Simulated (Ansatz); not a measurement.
`C[SiH2][O][GaH2]`, charge 0, multiplicity 1.

(1) Give a relaxed structure at PBE0-D4/def2-TZVP (the Gaussian-basis code of Ansatz). (An estimate is asked.)

Answers

(1) Ansatz gave: 
Cartesian coordinates in Å:
```
C -0.301 -0.842 -1.317
Si -0.405 -0.965 0.543
O 0.115 0.387 1.296
Ga 0.779 2.005 0.962
H -0.657 -1.771 -1.772
H 0.728 -0.680 -1.651
H -0.916 -0.024 -1.700
H 0.420 -2.118 1.004
H -1.819 -1.219 0.938
H 0.977 2.381 -0.541
H 1.079 2.844 2.237
```
Point group Cs.
This is one stationary point; other conformers may exist.
